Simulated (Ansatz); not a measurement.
In(PF3)H3 (InPH₃F₃), relaxed as a singlet with RKS r2SCAN-D4/def2-SVP in Ansatz, starting from the GFN2-xTB geometry. Force threshold 0.02 eV/Å.

In the def2 sets In takes a core potential; there is no spin–orbit coupling. Another isomer (singlet) lies 0.49 eV lower at PBE0-D4/def2-TZVP; other spin states weren't run for this one.

Start:

Cartesian coordinates in Å:
```
F 0.352 -2.606 0.415
F 1.474 -0.960 1.649
F 1.293 -0.784 -0.656
In -0.835 1.288 -0.473
P 0.317 -1.027 0.568
H 0.633 2.092 -0.140
H -2.140 1.481 0.607
H -1.093 0.515 -1.970
```

```csv
step,energy (eV),largest force component (eV/Å),SCF passes
1,-22651.1990,1.297,24
2,-22651.4368,0.719,33
3,-22651.5074,0.735,33
4 (rejected),-22651.3937,3.237,33
5,-22651.5384,0.159,30
6,-22651.5482,0.136,28
7,-22651.5590,0.068,29
8,-22651.5597,0.332,33
9,-22651.5619,0.227,28
10,-22651.5706,0.040,28
11,-22651.5711,0.029,28
12,-22651.5712,0.023,28
13,-22651.5712,0.009,28
```

Force components are those of the run's own axes.

End:

```xyz
8

F    -0.096   -2.340    0.404
F     1.298   -0.909    1.757
F     1.882   -1.336   -0.545
In   -0.896    1.333   -0.470
P     0.617   -0.924    0.322
H     0.460    2.394   -0.286
H    -2.012    1.130    0.838
H    -1.253    0.653   -2.021
```

By distances, no bond broke or formed. The bond that changes most is In4–P5, from 2.79 to 2.83 Å (atoms count from 1).

No frequencies were taken in this run, so the end may be a saddle point.

Run time 44 s (2 threads of Intel Xeon Platinum 8259CL on a shared host).
